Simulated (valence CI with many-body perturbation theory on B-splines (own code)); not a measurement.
# As III: what the settings do

Level of theory: valence CI with perturbative core correlation (CI+MBPT): three valence electrons over a frozen Dirac-Fock core [Ar] 3d10, radial functions for each j: 6 s, 6 p, 5 d, 3 f, 1 g, with the one-electron correlation potential Σ1 (screened to all orders), the two-electron term Σ2, the three-electron term Σ3, Breit, model QED; selected single and double excitations, second order for the rest, scaled by the run's own slope (own B-spline code, finite nucleus).

Against 13 measured levels this calculation errs by 256 cm⁻¹ on average and by 1111 at most. These come from a selection out of Moore, Atomic Energy Levels, vol. II, NSRDS-NBS 35 (1971 reprint of NBS Circular 467, 1952), an old analysis. Levels without a partner in it may be off by more.

The reference run has the lowest level 4s2 4p 2P°_1/2 and an ionisation energy of 28.2997 eV. Its largest variational space holds 4977 state functions.

```
         Level  Reference (cm⁻¹)  Shift (cm⁻¹)
4s2 4p 2P°_3/2              2928          -6.6
 4s 4p2 4P_1/2             65024          -853
 4s 4p2 4P_3/2             66190          -856
 4s 4p2 4P_5/2             67884          -854
 4s 4p2 2D_3/2             84985          -381
 4s 4p2 2D_5/2             85308          -377
 4s2 5s 2S_1/2            106552          +442
 4s 4p2 2S_1/2            107584          +582
 4s 4p2 2P_1/2            113932         +1524
 4s 4p2 2P_3/2            115427         +1521
 4s2 4d 2D_3/2            117617          +974
 4s2 4d 2D_5/2            117708          +907
```

The ionisation energy moves by +0.1011 eV.

**Question.** Which of these changes was made?
A. scale of Σ2 1 → 0.5
B. selection threshold (hartree) 2e-08 → 1e-06
C. scale of Σ1 1 → 0

**Answer.** A. scale of Σ2 1 → 0.5.
